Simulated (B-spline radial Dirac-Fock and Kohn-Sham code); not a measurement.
# X-ray lines that fill the 2p1/2 vacancy in Yb³⁺

System: the Yb³⁺ ion, configuration [Xe] 4f13, inside a Watson sphere of charge -3 and radius 2.4 Å (a model of the Madelung potential; inside it an electron's potential energy is raised by 18.0 eV).

Level of theory: one-electron (LDA, Dirac) transition rates at Dirac-Fock energies; a radial atomic solver.

```tsv
line	multipole	energy (eV)	rate (s⁻¹)	share (%)
Lη	E1	7574.4	3.40e+13	2.13
L2-M3	E2	8023.0	9.96e+11	0.0623
Lβ1	E1	8402.4	1.32e+15	82.5
Lγ5	E1	9485.3	8.36e+12	0.523
Lγ1	E1	9779.3	2.35e+14	14.7
L2-O1	E1	9919.8	1.44e+12	0.0903
L2-N6	E2	9973.2	4.45e+11	0.0278
```

The listed lines hold 100.0 % of the radiative rate. The radiative width is 1.05 eV in the length form and 1.07 eV in the velocity form; the two differ because the transition energies are not eigenvalue differences of the potential that gave the orbitals.

Values without a named source are computed, but for edge energies of neutral atoms, which are taken from tables.
